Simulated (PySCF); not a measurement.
Computed shifts of a molecule C3H6GeO, PBE/pcSseg-1 (PySCF), GIAO, gas phase, atoms alike by connectivity averaged where their shifts nearly agree, in ppm (number of nuclei): ¹³C: 174.5 (1), 116.8 (1), 18.9 (1). ¹H: 7.67 (1), 6.80 (2), 2.39 (3). References: ¹³C against TMS (σ = 182.0 ppm); ¹⁷O against H2O (σ = 334.3 ppm); ⁷³Ge against GeH4 (σ = 1614.4 ppm); ¹H against TMS (σ = 31.49 ppm), references at their B3LYP-D3(BJ)/def2-TZVP geometries, non-relativistic. Geometry optimised at PBE-D3(BJ)/def2-SVP. The values are those of a single conformer.

Question: Which structure fits?
(A) C1=[CH][GeH2][CH2]O1
(B) C=C[C](=O)[GeH3]
(C) C[C]1=C[O][GeH2]1
(D) [CH3][Ge@H]1[CH]=C[O]1

Answer: C, C[C]1=C[O][GeH2]1
